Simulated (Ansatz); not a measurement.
`[CH3][Nb](=[NH])([NH2])[F]` at its PBE0-D4/def2-TZVP geometry, where that method's forces vanish. Total charge 0; spin multiplicity 1. Nb takes the def2 core potential.

```xyz
11

C     0.9154   -1.1759    0.7551
Nb    0.1248    0.6756   -0.0229
N     0.6002    0.6626   -1.7004
N    -1.8263    0.4833   -0.0450
F     0.8079    2.1084    1.0045
H     0.5935   -2.0426    0.1743
H     2.0103   -1.1393    0.7301
H     0.5972   -1.3120    1.7957
H     0.9850    0.8025   -2.6224
H    -2.3945    0.5524    0.7898
H    -2.4133    0.3852   -0.8589
```

(1) What forces (eV/Å) does PBE-D4/def2-TZVPP give on these atoms in the Gaussian-basis code of Ansatz? (Estimate.)

Answers

(1) Ansatz gave: 
```
C1  -0.022  0.008 -0.017
Nb2 -0.060 -0.037  0.586
N3   0.075 -0.084 -0.492
N4   0.049 -0.057 -0.042
F5   0.153  0.304  0.209
H6  -0.049 -0.177 -0.104
H7   0.207  0.002 -0.012
H8  -0.063 -0.024  0.192
H9   0.141  0.062 -0.326
H10 -0.201  0.031  0.278
H11 -0.231 -0.028 -0.272
```
